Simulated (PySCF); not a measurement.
## Vibration and rotation of TlHg⁺

RHF-CCSD(T) constants of TlHg⁺, ¹Σ⁺ (singlet), closed shell (Tl def2-SVP with ECP60, Hg def2-SVP with ECP60; scalar-relativistic core potentials (PySCF 2.14); masses 204.9744 and 201.9706 u):

- ωe: 49.2 cm⁻¹
- ωexe: 0.275 cm⁻¹
- Be: 0.014727 cm⁻¹
- αe: 8.97e-05 cm⁻¹

Question: What force constant and bond length do these constants imply?

Answer: Reduced mass μred = 101.73 u; k = 5.8918×10⁻⁷·μred·ωe² (u, cm⁻¹, mdyn/Å) = 0.145 mdyn/Å; Re = √(16.8576/(μred·Be)) (u, cm⁻¹, Å) = 3.354 Å.

Question: Estimate the centrifugal constant D from the Kratzer relation and find the Dunham coefficient a1.

Answer: D = 4Be³/ωe² = 5.28e-09 cm⁻¹; a1 = −1 − αeωe/(6Be²) = -4.39.

Correlated steps freeze 4 core orbitals. Spin–orbit coupling is left out.
